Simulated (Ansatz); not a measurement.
## A basis-limit estimate, worked out

An elementary step of AlNH4Cl2O, singlet (AlNH₂Cl₂ ([NH2][Al]([Cl])[Cl]) + H₂O → AlHCl₂O ([OH][Al]([Cl])[Cl]) + NH₃ (still joined by a long Al–N bond); bonds formed: N2–H5; dative contacts that become bonds: Al1–O6; bonds broken: H5–O6; bonds weakened to dative contacts: Al1–N2). “Start” is the structure reached by relaxing down from the saddle towards the reactants; PBE0-D4/def2-TZVP structures. The saddle:

```xyz
9
angstrom
Al -0.3476 -0.7813 0.0910
N -0.5724 1.0724 -0.0660
Cl -1.3046 -1.9727 -1.3440
Cl -0.2298 -1.4724 2.0791
H 0.8186 0.7169 -0.3330
O 1.3700 -0.2581 -0.4592
H -1.1092 1.4561 -0.8321
H -0.7675 1.6144 0.7647
H 2.1425 -0.3754 0.0995
```

Ansatz 0.2.0; basis: def2-TZVPP and def2-QZVPP; cores frozen in the correlated methods.

Energies in eV:

| quantity | saddle | start |
| --- | --- | --- |
| Hartree–Fock, triple zeta (X = 3) | -35180.68883 | -35181.19530 |
| Hartree–Fock, quadruple zeta (X = 4) | -35181.74957 | -35182.26505 |
| MP2 correlation, X = 3 | -25.55384 | -25.23226 |
| MP2 correlation, X = 4 | -27.81918 | -27.50379 |
| CCSD(T) correlation, X = 3 | -27.75399 | -27.47113 |

Q: Work out the barrier at the basis limit: extrapolate Hartree–Fock as E(X) = E∞ + A exp(−7.88 √X) and the MP2 correlation as E(X) = E∞ + B X^−2.97 (the exponents that Neese and Valeev fitted for def2-TZVPP and QZVPP), then add CCSD(T) − MP2 in triple zeta.

A: Each step is linear, so take the differences first (saddle − start): Hartree–Fock 0.50647 (X = 3) and 0.51548 (X = 4); MP2 correlation -0.32158 and -0.31539; CCSD(T) correlation -0.28286.
Two points give E∞ = E(4) + w [E(4) − E(3)], with w = 1/(exp(7.88 (2 − √3)) − 1) = 0.1377 for Hartree–Fock and w = 1/((4/3)^2.97 − 1) = 0.7407 for the correlation.
Hartree–Fock: 0.51548 + 0.1377 × 0.00901 = 0.5167 eV.
MP2 correlation: -0.31539 + 0.7407 × 0.00619 = -0.3108 eV.
CCSD(T) − MP2: -0.28286 − (-0.32158) = 0.0387 eV.
Sum: 0.5167 + (-0.3108) + 0.0387 = 0.2446 eV, or 5.64 kcal/mol. Plain CCSD(T) in triple zeta gives 0.2236 eV, so the larger basis shifts the result by 0.0210 eV.

No T1 diagnostic of these runs exceeds 0.009.

The step is the kind of ligand exchange by which a precursor binds to a hydroxyl group, or is hydrolysed, in atomic layer deposition of oxides.

Labels in which every atom is bracketed show which atoms are joined, not bond orders.

For scale, one of the runs: CCSD(T)/def2-TZVPP, 244 basis functions (an equivalent command: `ansatz run in.yaml --threads 4`). Time: 2.3 min of wall clock on 4 CPU threads; the host was shared. Peak host memory: 4.6 GiB.
